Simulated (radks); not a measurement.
Species: P. Configuration: [He] 2s2 2p5.5 3s2 3p3 4s0.5 (fractional occupations, a model configuration). All-electron calculation, non-relativistic Kohn-Sham, LDA (Slater exchange, Perdew-Wang correlation), spin-polarised, spherical densities, point nucleus; open shells are filled with parallel spins first. Program: a radial shooting solver on a logarithmic mesh with Libxc functionals.

Normalised radial functions P(r) = r R(r), r in bohr:

```
   r/bohr * 2p down (the largest magnitude, 1.39, reaches the edge; | marks zero)
 0.005913 *
 0.006774 *
 0.007823 *
 0.009035 *
  0.01035 *
  0.01195 |*
  0.01381 |*
  0.01582 |*
  0.01827 |*
   0.0211 | *
  0.02417 | *
  0.02791 |  *
  0.03224 |   *
  0.03693 |   *
  0.04265 |     *
  0.04926 |      *
  0.05643 |        *
  0.06518 |          *
  0.07527 |             *
  0.08624 |                *
  0.09959 |                    *
    0.115 |                        *
   0.1318 |                             *
   0.1522 |                                 *
   0.1758 |                                       *
   0.2014 |                                           *
   0.2325 |                                                *
   0.2686 |                                                   *
   0.3077 |                                                     *
   0.3553 |                                                      *
   0.4104 |                                                     *
   0.4702 |                                                  *
    0.543 |                                             *
   0.6271 |                                       *
   0.7184 |                                *
   0.8297 |                         *
   0.9582 |                  *
    1.098 |            *
    1.268 |       *
    1.464 |    *
    1.678 |  *
    1.937 |*
    2.237 *
    2.563 *
     2.96 *
    3.419 *
    3.917 *
    4.524 *
    5.224 *
    5.985 *
    6.912 *
    7.983 *
    9.146 *
    10.56 *
     12.2 *
    13.98 *
    16.14 *
    18.64 *
    21.36 *
    24.66 *
```

2p down: eigenvalue -136.20 eV, 0 radial nodes, <r> = 0.478 bohr, 90 % of the charge inside 0.797 bohr.
